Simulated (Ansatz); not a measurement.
Species: CH6B2O, SMILES `CBBO` (C–B–B–O torsion -95°, B–B–O–H torsion 0°) (charge 0, multiplicity 1).

**Question.** Give a relaxed geometry from B3LYP-D3(BJ)/def2-TZVP (Ansatz, an electronic-structure program).

**Answer.** One answer among several that fit: the end point of this relaxation, one of several conformers (outside a Z-matrix the atoms follow the SMILES, hydrogens last).
Z-matrix (Å, degrees):
```
B
H 1 1.2018
C 1 1.5644 2 116.27
H 3 1.0909 1 116.26 2 -167.17
H 3 1.0932 4 109.59 1 -130.05
H 3 1.1019 4 106.80 5 -113.04
B 1 1.6791 2 119.24 3 174.29
O 7 1.3641 1 127.70 2 91.17
H 8 0.9628 7 114.70 1 -0.46
H 7 1.2052 8 113.47 9 179.77
```
